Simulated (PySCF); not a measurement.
Species: CH₄F₄OSi₂.
Atom-mapped SMILES: `[F:1][Si@@H:2]([O:3][SiH3:4])[C:5]([F:6])([F:7])[F:8]` (hydrogens: H9 on Si2; H10, H11, H12 on Si4)

Structure optimised with GFN2-xTB, isolated species.

Entries marked ? are missing. Bonds in one row agree within 0.01 Å.

| coordinate | value |
| --- | --- |
| F1–Si2 | 1.597 Å |
| Si2–O3 | ? |
| O3–Si4 | ? |
| Si2–C5 | ? |
| C5–F6, C5–F7, C5–F8 | 1.349 Å |
| Si2–H9 | 1.440 Å |
| Si4–H10, Si4–H11, Si4–H12 | 1.459 Å |
| F1–Si2–O3 | 109.3° |
| F1–Si2–C5 | 104.8° |
| O3–Si2–C5 | ? |
| Si2–O3–Si4 | 168.9° |
| Si2–C5–F6 | ? |
| Si2–C5–F7 | ? |
| F6–C5–F7 | ? |

Problem. Fill in the missing values.

Solution. 
- Si2–O3 = 1.583 Å, drawn single (fluorine-bound silicon to siloxane oxygen); 0.19 Å below the sum of covalent radii, 1.77 Å.
- O3–Si4 = 1.653 Å, drawn single (siloxane oxygen to oxygen-bound silicon); 0.12 Å below the sum of covalent radii, 1.77 Å.
- Si2–C5 = 1.940 Å, drawn single (fluorine-bound silicon to CF3 carbon); 0.07 Å above the sum of covalent radii, 1.87 Å.
- O3–Si2–C5 = 107.2°, at the fluorine-bound silicon; the outer atoms are 2.843 Å apart.
- Si2–C5–F6 = 111.8°, at the CF3 carbon; the outer atoms are 2.745 Å apart.
- Si2–C5–F7 = 114.0°, at the CF3 carbon; the outer atoms are 2.775 Å apart.
- F6–C5–F7 = 105.6°, at the CF3 carbon; the outer atoms are 2.149 Å apart.

Radii are Cordero's, carbon taken as 0.76, 0.73 or 0.69 Å for four, three, and two or fewer neighbours.

Whether it is a minimum is left open (no frequencies).

Conformer computed: `[F:1][Si@@H:2]([O:3][SiH3:4])[C:5]([F:6])([F:7])[F:8]`: F1–Si2–C5–F6 174°.
